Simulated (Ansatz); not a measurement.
Reaction (ligand exchange at the Se–Al bond): `C[Se][AlH][F]` + `[SiH3][SeH]` → `C[Se][Se][SiH3]` + `[F][AlH2]`

Program: Ansatz. Geometries: PBE0-D4/def2-TZVP. ΔE: electronic, gas phase. CCSD(T)/CBS adds triple-zeta CCSD(T) − MP2 to the extrapolated MP2 energy (def2 sets, frozen cores). This one scheme is used for every species. DFT in def2-TZVPP. For Se outer-core shells are correlated without core-valence functions, which leaves a few kJ/mol of doubt a bond. Scalar relativity is left out up to krypton. Each species was taken in one conformer, which may not be the lowest.

```json
{"level": "BLYP-D4", "ΔE (kcal/mol)": "19.9"}
{"level": "PBE0-D4", "ΔE (kcal/mol)": "23.5"}
{"level": "HF/def2-SVP", "ΔE (kcal/mol)": "27.3"}
{"level": "HF/CBS(def2)", "ΔE (kcal/mol)": "25.5"}
```

Question: What does CCSD(T)/CBS give? (Best estimate.)

Answer: The calculation gave: +24.0 kcal/mol. The listed levels differ from it by -4.1, -0.5, 3.3, 1.5 kcal/mol.

Largest T1 diagnostic among the species: 0.012.

Leaving LDA and LC-ωPBE aside and taking each functional with its dispersion term where it has one, the values, not all of them listed here, spread over 5.2 kcal/mol, from BLYP-D4 to r2SCAN0-D4. LDA lies +0.8 kcal/mol from PBE without D4. From BLYP to BHLYP (50 % exact exchange), in def2-TZVPP and without D4, ΔE moves by +2.4 kcal/mol. The D4 term adds −2.0 kcal/mol with B3LYP and −1.1 kcal/mol with PBE0; it sums over pairs of atoms, weighted by their polarisabilities, and B3LYP, whose exchange is more repulsive, gets the larger term.

B3LYP here is the variant with VWN-RPA as its local correlation; programs differ in this.
